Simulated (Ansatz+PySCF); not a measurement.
Values are calculated unless marked as measured or tabulated.
**Several solutions for singlet H8**

```yaml
atoms:
  - { symbol: H, position_ang: [2.3518, 0.0000, 0.0000] }
  - { symbol: H, position_ang: [1.6630, 1.6630, 0.0000] }
  - { symbol: H, position_ang: [0.0000, 2.3518, 0.0000] }
  - { symbol: H, position_ang: [-1.6630, 1.6630, 0.0000] }
  - { symbol: H, position_ang: [-2.3518, 0.0000, 0.0000] }
  - { symbol: H, position_ang: [-1.6630, -1.6630, 0.0000] }
  - { symbol: H, position_ang: [0.0000, -2.3518, 0.0000] }
  - { symbol: H, position_ang: [1.6630, -1.6630, 0.0000] }
```

Basis set: cc-pVDZ (spherical functions). Charge 0, multiplicity 1.

ωB97X (restricted) was run from several starts with Ansatz (development build ahead of 0.2.0) and PySCF 2.14.0.

```
run  program                                start  converged  energy (hartree)  <S²>
  A   Ansatz          search for the lowest state        yes          -4.04750  0.00
  B    PySCF                     program defaults        yes          -4.01813  0.00
  C   Ansatz              stability test followed        yes          -4.04750  0.00
  D   Ansatz              atomic start, no search        yes          -4.04750  0.00
  E    PySCF  guess minao, instabilities followed        yes          -4.04749  0.00
```

**Question.** Which runs reached the lowest solution of this kind, and what is wrong with the others?

**Answer.** A, C, D, E reached the lowest solution found. Converged but too high: B by 0.80 eV. Convergence only shows a stationary point, and even a stable one can lie too high; stability tests and further starts are what find lower ones. Caution: an unrestricted determinant lies well below (2.31 eV lower). Caution: the determinant breaks the point group.
